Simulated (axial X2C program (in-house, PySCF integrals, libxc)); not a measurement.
# In₂⁻: cheaper levels and CCSD(T), 2c

Computed with an in-house relativistic program for diatomic molecules. Two-component (2c) means X2C with spin–orbit coupling and atomic mean-field two-electron Coulomb and Gaunt terms. Basis: In dyall-acv3z [12s13p10d5f1g] (cores contracted in-house); Gaussian nuclei, density fitting, unrestricted open shells. Masses: In 114.904 u.

State: Ω = 3/2 (⟨Sz⟩ = 1.50, ⟨Lz⟩ = 0.00 at HF); fragments In- + In.

```tsv
level	Re (Å)	ωe (cm⁻¹)
PBE0	2.856	136.5
HF	2.913	134.0
MP2	2.885	140.7
CCSD	2.908	135.0
```

Correlated methods: 7 electrons correlated (number of frozen shells: In 4 s, 3 p, 2 d), 385 virtual spin orbitals or spinors in MP2, 90 natural virtuals in coupled cluster.

CCSD(T), same Hamiltonian and basis:

Re = 2.914 Å, ωe = 133.7 cm⁻¹; T1 = 0.023 (Lee–Taylor normalisation).

**Question.** Give the differences from CCSD(T) in the columns below.

**Answer.** 

| level | ΔRe (Å) | Δωe (cm⁻¹) |
| --- | --- | --- |
| PBE0 | -0.058 | 2.8 |
| HF | -0.001 | 0.3 |
| MP2 | -0.029 | 7.0 |
| CCSD | -0.006 | 1.3 |

The state is a single determinant with fixed occupations, the lowest that a limited PBE0 search found. De is not given where an atomic determinant may have missed its ground term or J level, or where the truncated virtual space spoils (T). Density functionals use the spin component along the axis (collinear). CCSD and (T) use frozen natural virtuals with an MP2 correction for the truncation; (T) itself is uncorrected, so its De runs slightly low. PBE0 can misorder states that lie within some tenths of an eV, so this need not be the ground state of the molecule. The nearest other 2c determinant of the search, Ω = 1/2, lies 0.25 eV up at the distance of the search. Without a current term, density functionals place determinants with orbital angular momentum somewhat too high. With several unpaired electrons one determinant need not be a pure state. The highest occupied level of some functionals is positive through self-interaction error; at Hartree–Fock it is bound. This is the top spin component of a Σ state; components of lower Ω are not single determinants and can lie lower. With the outer-core shells frozen, correlated bond lengths of heavy atoms tend to come out a few hundredths of an ångström too long.
